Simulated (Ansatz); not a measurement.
Correlation energies of C$_{2}$H$_{7}$AlSSi by basis set

```xyz
12

Si   -0.0538    1.5806   -1.9738
Al   -0.2611    0.2627    0.0531
C    -0.4720   -0.1850    1.9261
C     0.5969   -1.0191    1.1882
S    -0.4029   -2.1463    0.1482
H    -1.3833    1.9417   -2.5375
H     0.6866    2.8428   -1.6975
H     0.6951    0.8176   -3.0106
H    -1.3061   -0.6998    2.4073
H    -0.0009    0.5126    2.6198
H     1.4135   -1.5079    1.7093
H     0.4880   -2.4000   -0.8324
```

Charge 0, multiplicity 1. The bonds changed during the relaxation, so this is another structure than the one it started from. All single points use the PBE0-D4/def2-TZVP geometry. It is one conformer, not always the lowest. Frozen core, restricted reference, Ansatz. CBS rows extrapolate triple and quadruple zeta; past MP2 they add the triple-zeta difference.

```csv
basis,HF (Eh),MP2 corr.,CCSD corr.,(T),CCSD(T) total
def2-SVP,-1007.76836,-0.57691,-0.64232,-0.02259,-1008.43327
def2-TZVPP,-1008.18226,-0.72534,-0.78529,-0.03684,-1009.00439
def2-QZVPP,-1008.21270,-0.77685,–,–,–
CBS(def2),-1008.21690,-0.81500,-0.87494,as TZ,-1009.12868
```
